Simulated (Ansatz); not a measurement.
Start from `C[O][Zn][O][SiH3]` and change one atom or group to get `[F][Zn][O][SiH3]`.

Ansatz, PBE0-D4/def2-TZVP geometries, multiplicity 1. Each molecule was computed in one conformer, which needn't be the lowest.

Scalar relativity is left out up to krypton.

```
                             property  `C[O][Zn][O][SiH3]`
HOMO energy (ωB97M-V/def2-TZVPP) / eV               -10.08
LUMO energy (ωB97M-V/def2-TZVPP) / eV                 0.35
  HOMO energy (B3LYP/def2-TZVPP) / eV                -7.45
   HOMO energy (PBE0/def2-TZVPP) / eV                -7.67
    LUMO energy (PBE/def2-TZVPP) / eV                -2.19
HOMO–LUMO gap (B3LYP/def2-TZVPP) / eV                 5.87
```

Question: What does the change do to each property? (An estimate is asked.)

Answer: The calculation gave: 
```json
{"property": "HOMO energy (ωB97M-V/def2-TZVPP) / eV", "`[F][Zn][O][SiH3]`": "-10.93", "shift": "-0.85"}
{"property": "LUMO energy (ωB97M-V/def2-TZVPP) / eV", "`[F][Zn][O][SiH3]`": "0.03", "shift": "-0.32"}
{"property": "HOMO energy (B3LYP/def2-TZVPP) / eV", "`[F][Zn][O][SiH3]`": "-8.42", "shift": "-0.97"}
{"property": "HOMO energy (PBE0/def2-TZVPP) / eV", "`[F][Zn][O][SiH3]`": "-8.62", "shift": "-0.95"}
{"property": "LUMO energy (PBE/def2-TZVPP) / eV", "`[F][Zn][O][SiH3]`": "-2.67", "shift": "-0.48"}
{"property": "HOMO–LUMO gap (B3LYP/def2-TZVPP) / eV", "`[F][Zn][O][SiH3]`": "6.36", "shift": "0.49"}
```

With PBE0 the HOMO falls by 0.95 eV and the LUMO falls by 0.43 eV, so the gap widens by about 0.52 eV. PBE moves the HOMO by -1.01 eV and ωB97M-V by -0.85 eV.

B3LYP here is the variant with VWN-RPA as its local correlation; programs differ in this.
